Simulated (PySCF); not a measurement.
This script is equivalent to a calculation on Ar⁺ (argon, charge +1).

```python
from pyscf import gto, scf, dft, mp, cc
import basis_set_exchange as bse
mol = gto.M(atom="Ar 0 0 0", charge=1, spin=1, symmetry="D2h",
            basis=gto.basis.parse(bse.get_basis("cc-pV(T+d)Z", elements=["Ar"], fmt="nwchem", header=False)))
mf = scf.UHF(mol)
mf.irrep_nelec = {'Ag': (3, 3), 'B1u': (2, 2), 'B2u': (2, 2), 'B3u': (2, 1)}
mf.kernel()
```

Task: What total energy does it give?

Result: -526.27765 hartree (calculated).

Task: Which occupied shell lies highest, and where?

Result: 3p β, at -27.636 eV.

Task: What is ⟨S²⟩, and what would a pure spin state give?

Result: 0.759, against 0.75.
